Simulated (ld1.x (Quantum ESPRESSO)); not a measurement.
**What one change does to a pseudopotential (Pr, RRKJ)**

Pr (Z = 59), norm-conserving RRKJ (Kleinman–Bylander form), made with ld1.x (Quantum ESPRESSO) 7.5 (PBE, scalar-relativistic). Core [Kr] 4d10, reference 4f3 5s2 5p6 5d0 6s0 6p0 (charge +2). Waves: 5p (bound): rc 2.70 bohr; 5d (bound, empty): rc 2.70 bohr; 4f (bound): rc 1.75 bohr; 5s (bound): rc 2.55 bohr. Local part: the s channel. Core correction: none. rho0 = 0.02.

All-electron outer shells of the reference configuration (PBE, scalar-relativistic, ld1.x):

| shell | level (eV) | outermost node (bohr) | outermost maximum (bohr) |
| --- | --- | --- | --- |
| 4p | -227.82 | 0.32 | 0.60 |
| 4d | -123.11 | 0.30 | 0.64 |
| 5s | -51.77 | 0.74 | 1.35 |
| 5p | -34.14 | 0.79 | 1.53 |
| 4f | -13.84 | – | 0.69 |
| 5d | -13.50 | 0.90 | 2.14 |
| 6s | -13.19 | 1.79 | 3.40 |
| 6p | -9.52 | 2.10 | 4.10 |

Change: wave 4f (bound): rc 1.75 bohr becomes 4f (bound): rc 2.58 bohr.

Cutoffs: the cutoffs (Ry, on a coarse ladder) from which the occupation-weighted sum of valence levels, in a spherical-Bessel basis at the reference potential, stays within 10 and 1 mRy of its value at 400 Ry; they do not see the model core or the augmentation charge, which bear on the density cutoff. Errors are all-electron minus pseudo energies relative to the spin-unpolarised reference configuration.

Problem. How do hardness, ghosts and transferability respond?

Solution. The potential gets softer (80 Ry and 100 Ry → 35 Ry and 50 Ry); of the 6 tests that both files solve, the error grows in 1 and shrinks in 0 by more than 15 % and 0.3 meV (median size 2812.3 → 2790.1 meV); neither file shows a bound ghost at the reference potential, the only one tested. A larger radius leaves more room for a smooth pseudo-wave, so fewer plane waves are needed.

| quantity | base | changed |
| --- | --- | --- |
| cutoff, loose | 80 Ry | 35 Ry |
| cutoff, tight | 100 Ry | 50 Ry |
| loose cutoff by channel (10 mRy a level) | p 10 Ry, f 70 Ry, s 12 Ry | p 10 Ry, f 30 Ry, s 12 Ry |
| bound ghosts | none | none |
| tests counted (converged, no solver errors) | 6 of 7 | 6 of 7 |
| error for 4f3 5s2 5p6 5d0 6s1 6p0, meV [ΔE -10.63 eV] | +1560 | +1545 |
| error for 4f2 5s2 5p6 5d0 6s0 6p0, meV [ΔE 21.58 eV] | +439 | +1128 |
| error for 4f3 5s2 5p6 5d0 6s0 6p1, meV [ΔE -7.73 eV] | -102 | -102 |
| error for 4f3 5s2 5p5 5d0 6s2 6p0, meV [ΔE 9.76 eV] | +4065 | +4035 |
| error for 4f2 5s2 5p6 5d0 6s2 6p0, meV [ΔE -8.82 eV] | +5279 | +5514 |
| error for 4f3 5s1 5p6 5d0 6s2 6p0, meV [ΔE 27.81 eV] | +4286 | +4244 |
| s: phases at 2.94 bohr within 0.05 rad from the reference energy up to (Ry; the scan ends near 5) | -2.1 | -2.1 |
| p: phases at 2.94 bohr within 0.05 rad from the reference energy up to (Ry; the scan ends near 5) | -0.5 | -0.5 |
| d: phases at 2.94 bohr within 0.05 rad from the reference energy up to (Ry; the scan ends near 5) | 1.9 | 1.9 |
| f: phases at 2.94 bohr within 0.05 rad from the reference energy up to (Ry; the scan ends near 5) | -0.1 | 0.1 |

Base: Tests not counted: 4f3 5s2 5p6 5d0 6s2 6p0 (solver errors, printed error +2.9 eV). These tests converged, but a pseudo level misses the all-electron one widely, so the file describes the atom poorly there or has found another state: 4f2 5s2 5p6 5d0 6s0 6p0: empty 6s by 4.1 eV; 4f3 5s2 5p5 5d0 6s2 6p0: 4f by 2.7 eV; 4f2 5s2 5p6 5d0 6s2 6p0: 4f by 4.3 eV; 4f3 5s1 5p6 5d0 6s2 6p0: 4f by 2.6 eV. Changed file: Tests not counted: 4f3 5s2 5p6 5d0 6s2 6p0 (solver errors, printed error +2.8 eV). These tests converged, but a pseudo level misses the all-electron one widely, so the file describes the atom poorly there or has found another state: 4f2 5s2 5p6 5d0 6s0 6p0: 4f by 2.5 eV (a node warning on the way); 4f3 5s2 5p5 5d0 6s2 6p0: 4f by 2.5 eV; 4f2 5s2 5p6 5d0 6s2 6p0: 4f by 5.0 eV; 4f3 5s1 5p6 5d0 6s2 6p0: 4f by 2.8 eV.
